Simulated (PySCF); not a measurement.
Job for PySCF: R-TPSSh/def2-TZVPP on H2MoO2 (SMILES [OH][Mo][OH]), 2S+1 = 1. Elements past Kr take the def2 small-core potentials; no spin–orbit coupling.

```python
from pyscf import gto, dft

mol = gto.M(
    atom='''
    Mo    0.34782010   -0.15815828    0.31484692
    O     1.36410850    0.20946119   -1.16391588
    H     1.49027641    0.50466211   -2.06781445
    O    -1.15683296   -0.30229896    1.34923667
    H    -2.09914321   -0.22401951    1.51053252
    ''',
    basis='def2-tzvpp',
    ecp={'Mo': 'def2-tzvpp'},
    charge=0, spin=0, verbose=4, max_memory=1800)
mf = dft.RKS(mol, xc='tpssh').density_fit(auxbasis='def2-universal-jkfit')
mf.grids.level = 4
mf.conv_tol = 1e-9
mf.max_cycle = 150
mf.kernel()
mf.dip_moment()
```

It printed:

```
PySCF version 2.14.0

[INPUT] verbose = 4
[INPUT] num. atoms = 5
[INPUT] num. electrons = 32
[INPUT] charge = 0
[INPUT] spin (= nelec alpha-beta = 2S) = 0
[INPUT] symmetry False subgroup None
[INPUT] Mole.unit = angstrom
[INPUT] Symbol           X                Y                Z      unit          X                Y                Z       unit  Magmom
[INPUT]  1 Mo     0.347820100000  -0.158158280000   0.314846920000 AA    0.657284729619  -0.298875833532   0.594974449963 Bohr   0.0
[INPUT]  2 O      1.364108500000   0.209461190000  -1.163915880000 AA    2.577791469191   0.395824282825  -2.199482245232 Bohr   0.0
[INPUT]  3 H      1.490276410000   0.504662110000  -2.067814450000 AA    2.816214264800   0.953673173345  -3.907602986918 Bohr   0.0
[INPUT]  4 O     -1.156832960000  -0.302298960000   1.349236670000 AA   -2.186097466270  -0.571262242141   2.549687783520 Bohr   0.0
[INPUT]  5 H     -2.099143210000  -0.224019510000   1.510532520000 AA   -3.966805763140  -0.423335520459   2.854492765049 Bohr   0.0

nuclear repulsion = 90.4293922488809
number of shells = 50
number of NR pGTOs = 200
number of NR cGTOs = 146
basis = def2-tzvpp
ecp = {'Mo': 'def2-tzvpp'}


******** <class 'pyscf.df.df_jk.DFRKS'> ********
method = DFRKS
initial guess = minao
damping factor = 0
level_shift factor = 0
DIIS = <class 'pyscf.scf.diis.CDIIS'>
diis_start_cycle = 1
diis_space = 8
diis_damp = 0
SCF conv_tol = 1e-09
SCF conv_tol_grad = None
SCF max_cycles = 150
direct_scf = False
XC library pyscf.dft.libxc version 7.1.2
    S. Lehtola, C. Steigemann, M. J. T. Oliveira, and M. A. L. Marques,  SoftwareX 7, 1–5 (2018)
XC functionals = tpssh
    V. N. Staroverov, G. E. Scuseria, J. Tao, and J. P. Perdew,  J. Chem. Phys. 119, 12129 (2003)
radial grids:
    Treutler-Ahlrichs [JCP 102, 346 (1995); DOI:10.1063/1.469408] (M4) radial grids

becke partition: Becke, JCP 88, 2547 (1988); DOI:10.1063/1.454033
pruning grids: <function nwchem_prune>
grids dens level: 4
symmetrized grids: False
atomic radii adjust function: <function treutler_atomic_radii_adjust>
small_rho_cutoff = 0
Set gradient conv threshold to 3.16228e-05
Initial guess from minao.
tot grids = 120296
******** <class 'pyscf.df.df.DF'> ********
auxbasis = def2-universal-jkfit
init E= -213.567776596388
  HOMO = -0.421730548199274  LUMO = -0.384647744271083  gap/eV = 1.00907
cycle= 1 E= -219.510128841686  delta_E= -5.94  |g|= 1.25  |ddm|= 3.89
  HOMO = 0.0466844577666877  LUMO = 0.0498078482601889  gap/eV = 0.08499
cycle= 2 E= -217.710703333789  delta_E=  1.8  |g|= 2.62  |ddm|= 5.35
  HOMO = -0.24609414085869  LUMO = -0.218233850034395  gap/eV = 0.75812
cycle= 3 E= -219.510248534396  delta_E= -1.8  |g|=  1.2  |ddm|= 5.23
  HOMO = -0.154957953344657  LUMO = -0.15242906955708  gap/eV = 0.06881
cycle= 4 E= -219.814620956631  delta_E= -0.304  |g|=  0.2  |ddm|= 0.76
  HOMO = -0.108006997645393  LUMO = -0.0984015845013937  gap/eV = 0.26138
cycle= 5 E= -219.827340680417  delta_E= -0.0127  |g|= 0.407  |ddm|=  1.9
  HOMO = -0.123059070508134  LUMO = -0.104764715129141  gap/eV = 0.49781
cycle= 6 E= -219.84957314088  delta_E= -0.0222  |g|= 0.272  |ddm|= 0.313
  HOMO = -0.142170137205814  LUMO = -0.114771851652975  gap/eV = 0.74555
cycle= 7 E= -219.861583616076  delta_E= -0.012  |g|= 0.17  |ddm|= 0.233
  HOMO = -0.162869764283671  LUMO = -0.122477582302402  gap/eV = 1.09913
cycle= 8 E= -219.868021918704  delta_E= -0.00644  |g|= 0.0548  |ddm|= 0.248
  HOMO = -0.16551032378506  LUMO = -0.123532916138174  gap/eV = 1.14226
cycle= 9 E= -219.868469193419  delta_E= -0.000447  |g|= 0.0297  |ddm|= 0.0361
  HOMO = -0.169784686371477  LUMO = -0.126309755474843  gap/eV = 1.18301
cycle= 10 E= -219.868679134656  delta_E= -0.00021  |g|= 0.00502  |ddm|= 0.0455
  HOMO = -0.169818656587278  LUMO = -0.126167868341749  gap/eV = 1.18780
cycle= 11 E= -219.868683658178  delta_E= -4.52e-06  |g|= 0.00201  |ddm|= 0.00605
  HOMO = -0.169820402843586  LUMO = -0.126183028087802  gap/eV = 1.18743
cycle= 12 E= -219.868684226318  delta_E= -5.68e-07  |g|= 0.0012  |ddm|= 0.00183
  HOMO = -0.169914083385266  LUMO = -0.126239502127209  gap/eV = 1.18845
cycle= 13 E= -219.8686844893  delta_E= -2.63e-07  |g|= 0.000414  |ddm|= 0.00137
  HOMO = -0.169898577043677  LUMO = -0.126220177685486  gap/eV = 1.18855
cycle= 14 E= -219.868684528197  delta_E= -3.89e-08  |g|= 4.65e-05  |ddm|= 0.000659
  HOMO = -0.169895182317437  LUMO = -0.126214746147031  gap/eV = 1.18861
cycle= 15 E= -219.868684530043  delta_E= -1.85e-09  |g|= 1.65e-05  |ddm|= 0.000135
  HOMO = -0.169896288504341  LUMO = -0.126216083865614  gap/eV = 1.18860
cycle= 16 E= -219.868684531526  delta_E= -1.48e-09  |g|= 1.22e-05  |ddm|= 0.00011
  HOMO = -0.169896296424729  LUMO = -0.126216097586301  gap/eV = 1.18860
cycle= 17 E= -219.868684532741  delta_E= -1.22e-09  |g|= 1.21e-05  |ddm|= 9.1e-05
  HOMO = -0.169896324661009  LUMO = -0.126216147186  gap/eV = 1.18860
cycle= 18 E= -219.868684532247  delta_E= 4.94e-10  |g|= 1.21e-05  |ddm|= 3.7e-05
  HOMO = -0.169896189264028  LUMO = -0.126215941678932  gap/eV = 1.18860
Extra cycle  E= -219.868684533915  delta_E= -1.67e-09  |g|= 1.21e-05  |ddm|= 0.000125
converged SCF energy = -219.868684533915
Dipole moment(X, Y, Z, Debye): -1.28674,  0.58882, -1.17084
```

Self-consistency was reached.

Cost: about 19 core-seconds (a rough figure).
